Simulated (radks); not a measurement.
Problem. Radial electron density D(r) = 4 pi r^2 rho(r) of an atom or ion with 12 electrons. Calculated with a radial shooting solver on a logarithmic mesh with Libxc functionals: scalar-relativistic Kohn-Sham, Slater X-alpha with alpha = 0.757, spin-polarised, spherical densities, point nucleus.

```
   r/bohr * D(r) (the largest magnitude, 13.3, reaches the edge; | marks zero)
 0.008826 |   *
   0.0114 |     *
  0.01461 |        *
  0.01872 |            *
  0.02399 |                  *
  0.03074 |                         *
   0.0394 |                                  *
  0.05049 |                                           *
  0.06522 |                                                  *
  0.08357 |                                                      *
   0.1071 |                                                    *
   0.1372 |                                             *
   0.1759 |                                    *
   0.2254 |                              *
   0.2888 |                                *
   0.3731 |                                        *
    0.478 |                                             *
   0.6126 |                                         *
    0.785 |                              *
    1.006 |                *
    1.289 |       *
    1.652 |   *
    2.134 |  *
    2.735 |  *
    3.504 | *
     4.49 |*
    5.754 *
    7.374 *
    9.449 *
```

What is the nuclear charge?

Solution. Z = 12. The innermost maximum, from 1s, lies near gamma/Z bohr with gamma = sqrt(1 - (Z/c)^2) = 0.996, here 0.083 bohr (found: 0.0870), and its height grows with Z. The density is that of neutral magnesium in [Ne] 3s2; the configuration itself is not fixed sharply by these data, and Z only to about a unit. D(r) has 2 maxima, at r = 0.0870, 0.498 bohr, and minima at 0.238 bohr, inside which lie 2.21 electrons.
